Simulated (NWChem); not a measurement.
## Correlation energy of FS

```xyz
2

S      0.0000     0.0000     0.5862
F      0.0000     0.0000    -1.0421
```
Charge 0, spin multiplicity 2.

Everything below was run with NWChem. The geometry was optimised at UB3LYP/def2-SVP, a minimum by its harmonic frequencies.

Basis set: 3-21G. Each correlation energy counts from its own Hartree-Fock reference.

```tsv
method	correlation energy (mHa)
CCSD(T) on ROHF	-171.0
UMP2	-159.2
CCSD(T) on UHF	-169.9
CCSD[T] on UHF	-170.8
CCSD on UHF	-167.0
CCSDT on ROHF	-171.3
CCSD on ROHF	-168.0
SCS-UMP2	-156.0
CCSD[T] on ROHF	-171.9
```

The values span 15.9 mHa, from CCSD[T] on ROHF (lowest) to SCS-UMP2 (highest). 

The correlated methods keep 6 core orbitals frozen. The structure started from a generated list of species. The unpaired electrons of the parent sit in orbitals of symmetry b1 (C2v labels of the run); other states weren't searched. The stability of the SCF solutions was not checked. Open-shell Hartree-Fock references start from PBE0 orbitals. No row is a measurement; the coupled-cluster row has its own basis-set and correlation limits.
